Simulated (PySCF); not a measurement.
## Radial density of S⁺ (sulfur, charge +1)

M06-2X, [Ne] 3s1 3p4, high-spin 4P determinant (an excited configuration). Calculation: PySCF 2.14, in x2c-QZVPPall with one added diffuse shell each of s, p, d, f type (10s7p5d3f1g, 86 functions); the spin-free X2C one-electron Hamiltonian (Gaussian nucleus).

```
r (bohr)  4πr²ρ (e/bohr)  4πr²(ρα − ρβ)
 0.00190          0.1323         0.0005
 0.00319          0.3475         0.0013
 0.00536          0.8898         0.0033
 0.00902           2.180         0.0081
  0.0152           4.954         0.0182
  0.0255           9.903         0.0359
  0.0429           15.95         0.0567
  0.0722           18.20         0.0696
   0.121           13.79         0.1190
   0.204           13.20         0.3419
   0.344           17.64         0.4187
   0.578           9.643        -0.0099
   0.972           2.835         1.0778
    1.64           3.102         1.9508
    2.75          0.9064         0.4586
    4.63         0.03383         0.0079
    7.78       8.372e-05         0.0000
```

Densities and radii are taken from the X2C orbitals without a picture-change correction, which distorts them close to the nucleus.

(1) Where is the radial spin density 4πr²(ρα − ρβ) most negative, and why is it negative at all?

Results:

(1) Around r = 0.578 bohr, down to -0.0099 e/bohr: exchange with the open shell polarises the paired shells in an unrestricted calculation.
